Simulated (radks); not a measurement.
Results of a calculation; reference values are marked as such.
The oxygen anion O2-, [Ne], held by a Watson sphere: a shell of charge +2 at radius R that stands for the Madelung well of a crystal (potential energy -2/R inside, -2/r outside, in hartree with lengths in bohr). Level of theory: non-relativistic Kohn-Sham, PBE, spin-polarised, spherical densities, point nucleus (a radial shooting solver on a logarithmic mesh with Libxc functionals). Response by self-consistent Sternheimer equations with the Hartree and adiabatic LDA kernel. The sphere does not respond.

| R (bohr) | e(1s) (eV) | e(2s) (eV) | e(2p) (eV) | <r> 2p (bohr) | sum of <r^2> (bohr^2) | X-ray form factor at sin(theta)/lambda = 0.2 1/angstrom | alpha (bohr^3) |
|---|---|---|---|---|---|---|---|
| 2.17 | -508.04 | -21.300 | -7.125 | 1.531 | 22.89 | 6.018 | 17.62 |
| 2.25 | -507.99 | -20.988 | -6.862 | 1.549 | 23.46 | 5.984 | 19.07 |
| 2.36 | -507.90 | -20.585 | -6.516 | 1.573 | 24.23 | 5.943 | 21.25 |
| 2.51 | -507.77 | -20.083 | -6.074 | 1.605 | 25.29 | 5.893 | 24.60 |
| 2.71 | -507.57 | -19.492 | -5.535 | 1.647 | 26.72 | 5.839 | 29.81 |
| 2.88 | -507.39 | -19.050 | -5.121 | 1.680 | 27.96 | 5.801 | 35.02 |
| 3.01 | -507.26 | -18.745 | -4.829 | 1.706 | 28.91 | 5.777 | 39.54 |
| 3.56 | -506.71 | -17.721 | -3.804 | 1.808 | 33.16 | 5.712 | 65.30 |
| 3.93 | -506.39 | -17.216 | -3.272 | 1.874 | 36.26 | 5.690 | 90.63 |
